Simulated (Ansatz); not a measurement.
`BC(B)[SiH3]` + `CS[SiH2]O` → `BO[SiH2]SC` + `BC[SiH3]`  (ligand exchange at a B–C bond)

Program: Ansatz. Geometries: PBE0-D4/def2-TZVP. ΔE: electronic, gas phase. CCSD(T)/CBS is the MP2 limit (def2-TZVPP, def2-QZVPP) plus CCSD(T) − MP2 in def2-TZVPP, frozen cores. Functionals use def2-TZVPP. B3LYP here is the variant with VWN-RPA as its local correlation; programs differ in this. Each species was taken in one conformer, which may not be the lowest.

`BC(B)[SiH3]`:

Z-matrix (Å, degrees):
```
Si
C 1 1.911
B 1 2.450 2 39.0
H 1 1.480 2 112.2 3 -96.5
H 1 1.494 2 109.3 3 23.9
H 1 1.483 2 107.6 3 140.8
B 2 1.530 1 107.2 3 115.2
H 2 1.091 1 108.2 3 -117.3
H 3 1.196 1 121.5 2 106.3
H 3 1.199 1 95.0 2 -124.4
H 7 1.198 2 120.8 1 124.7
H 7 1.197 2 120.0 1 -56.5
```

`CS[SiH2]O`:

```xyz
10

C     0.711   -0.036   -1.555
S    -0.236    1.234   -0.662
Si   -0.275    0.360    1.268
O    -1.090   -1.070    1.328
H     0.203   -0.999   -1.521
H     1.715   -0.131   -1.142
H     0.782    0.292   -2.591
H    -0.897    1.403    2.124
H     1.091    0.007    1.718
H    -2.002   -1.059    1.033
```

`BO[SiH2]SC`:

Z-matrix (Å, degrees):
```
Si
O 1 1.660
S 1 2.108 2 112.1
H 1 1.478 2 107.6 3 117.0
H 1 1.486 2 107.5 3 -121.1
B 2 1.347 1 130.7 3 99.3
C 3 1.818 1 99.4 2 -69.4
H 6 1.205 2 120.0 1 1.7
H 6 1.198 2 118.2 1 -178.1
H 7 1.090 3 111.1 1 69.2
H 7 1.090 3 111.1 1 -53.7
H 7 1.089 3 106.7 1 -172.4
```

`BC[SiH3]`:

```xyz
10

B    -1.035   -0.162    1.114
C     0.155    0.613    0.538
Si    0.621   -0.251   -1.085
H    -2.156    0.114    0.793
H    -0.859   -1.101    1.836
H     1.068    0.573    1.139
H    -0.063    1.643    0.240
H    -0.502   -0.193   -2.056
H     1.798    0.439   -1.672
H     0.973   -1.675   -0.848
```

| level | ΔE (kJ/mol) |
| --- | --- |
| B3LYP-D4 | -108.1 |
| SCS-MP2/def2-QZVPP | -103.8 |

(1) What does CCSD(T)/CBS give? (Estimate.)

Largest T1 diagnostic among the species: 0.012.

Answers

(1) Ansatz gave: -98.6 kJ/mol. The listed levels differ from it by -9.5, -5.2 kJ/mol.

In def2-TZVPP, CCSD(T) changes the Hartree–Fock value by +25.3 kJ/mol (the triples alone add +3.4 kJ/mol) and MP2 by +28.5 kJ/mol.
